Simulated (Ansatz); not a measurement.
Ansatz (an electronic-structure program) job for Al(Cl)(OH)(SeH) (AlClH₂OSe), SMILES [Cl][Al]([OH])[SeH], CAM-B3LYP/def2-SVPD. Geometry optimised at r2SCAN-D4/def2-SVP. The structure was generated by enumeration; whether it is a known compound was not checked. The values are those of a single conformer.

Ansatz 0.2 input:
```yaml
crystal:
  periodic: [false, false, false]
  atoms:
    - {symbol: Al, position_ang: [0.43403627, -0.63043416, 0.00000000]}
    - {symbol: Cl, position_ang: [-0.97237470, -2.19154555, 0.00000000]}
    - {symbol: O, position_ang: [2.10157170, -0.92547631, 0.00000000]}
    - {symbol: H, position_ang: [2.53564150, -1.78301622, 0.00000000]}
    - {symbol: Se, position_ang: [-0.28176120, 1.54812903, 0.00000000]}
    - {symbol: H, position_ang: [1.11956411, 2.00235818, 0.00000000]}
basis:
  gaussian:
    orbitals: def2-SVPD
hamiltonian:
  xc: {name: CAM-B3LYP}
```

Program output:

```
WARN ansatz: RAYON_NUM_THREADS=1 ignored (pool sized by the plan → 1); use --threads N
Functional definition: CAM-B3LYP
integrals: 0.10 GiB planned
1294 factors; their error is unknown
integrals: 0.12 GiB planned
447 factors; integrals over basis functions are off by at most 3.0e-5 eV
mean field: 0.86 GiB planned
mean field evaluation 1: about -86536.1154 eV, gradient 5.4e1 eV
mean field evaluation 2: about -86529.3448 eV, gradient 8.2e1 eV
mean field evaluation 4: about -86541.4445 eV, gradient 2.2e0 eV
mean field evaluation 8: about -86541.6870 eV, gradient 4.1e-2 eV
mean field evaluation 16: about -86541.6870 eV, gradient 4.0e-5 eV
mean field -86541.68695724 eV, -3180.3483356162 hartree, gradient 4.0e-5 eV, S^2 0.000000; 0 other end points of the search recorded, 0 dependent functions left out
reference -86541.68709043 eV, -3180.3483405110 hartree; 37, 37 occupied and 94, 94 virtual orbitals, 1294 factors
Total energy: -86541.68709043 eV, -3180.3483405110 hartree
```

The calculation finished and met its thresholds.

Cost: about 5 core-seconds (a rough figure).
